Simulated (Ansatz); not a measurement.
Total energies of C2H10AlNSi.

```
atom   x (Å)   y (Å)   z (Å)
  C1  -1.941   0.395   1.019
 Al2  -0.143  -0.009   0.350
 Si3   1.802   1.469   0.572
  C4   0.222  -1.754  -0.456
  N5  -0.153  -0.732  -1.521
  H6  -2.685  -0.315   0.646
  H7  -2.265   1.401   0.736
  H8  -1.972   0.348   2.112
  H9   2.838   1.143  -0.461
 H10   1.498   2.922   0.399
 H11   2.494   1.349   1.890
 H12  -0.508  -2.560  -0.437
 H13   1.217  -2.152  -0.637
 H14   0.591  -0.540  -2.177
 H15  -0.993  -0.964  -2.034
```

Total charge 0; spin multiplicity 1. The bonds changed during the relaxation, so this is another structure than the one it started from. The structure was optimised at the PBE0-D4/def2-TZVP level. It is one conformer, not always the lowest. Basis def2-TZVPP, Ansatz.

RPA on PBE orbitals: Hartree–Fock energy of these orbitals -666.86870 Eh, correlation -1.37318 Eh (frozen core).

```tsv
functional	energy without D4 (Eh)	D4 term (kJ/mol)
PBE0	-668.57452	-25.6
BHLYP	-668.89049	-38.1
```

Question: Give the same for LDA (SPW92), PBE, revPBE, BLYP, r2SCAN, B97M-V, B3LYP, r2SCANh, r2SCAN0, HSE06 (plane-wave form), CAM-B3LYP, LC-ωPBE, ωB97X-V, ωB97M-V, B2PLYP, PBE-QIDH. (Best estimate.)

Answer: Ansatz gave: 
```
             functional  energy without D4 (Eh)  D4 term (kJ/mol)
            LDA (SPW92)              -665.51680                 –
                    PBE              -668.49944             -29.7
                 revPBE              -668.81997             -84.0
                   BLYP              -668.89809             -63.2
                 r2SCAN              -668.84027              -7.8
                 B97M-V              -668.83804                 –
                  B3LYP              -669.03174             -47.5
                r2SCANh              -668.83142              -8.4
                r2SCAN0              -668.81926              -9.2
HSE06 (plane-wave form)              -668.55329             -24.0
              CAM-B3LYP              -668.91257             -26.3
                LC-ωPBE              -668.72606                 –
                ωB97X-V              -668.85306                 –
                ωB97M-V              -668.85549                 –
                 B2PLYP              -668.61095                 –
               PBE-QIDH              -668.38239                 –
```

B3LYP takes the VWN-RPA correlation (the form of Gaussian; ORCA's B3LYP/G). HSE06 is the plane-wave form, built on full-range PBE exchange. The double hybrids freeze the cores in their second-order part.

LC-ωPBE has ω = 0.4 bohr⁻¹.
